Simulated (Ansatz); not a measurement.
Caution, from a PySCF single point (PBE-D3(BJ)/def2-TZVPD) at this geometry: the highest occupied level lies above zero, so the state may not be bound. Caution, from a PySCF single point (PBE-D3(BJ)/def2-TZVPD) at this geometry: the restricted solution is unstable towards spin-unrestricted or complex orbitals, so a lower solution exists and this singlet may not be the ground state. This singlet is an excited state, 0.15 eV above the relaxed triplet at the level frozen-core CCSD(T)/aug-cc-pVTZ // PBE-D3(BJ)/def2-SVPD (Ansatz, a quantum-chemistry and plane-wave program).

A geometry relaxed with Ansatz with PBE-D3(BJ)/def2-SVPD, charge -1, multiplicity 1:

```xyz
4

N      1.7947    -0.1761     0.0068
C      0.6214     0.0533     0.0116
B     -0.8279     0.5471     0.0347
H     -1.5882    -0.4244    -0.0531
```

Task: Write the SMILES of this molecule.

Result: `[BH-]C#N`
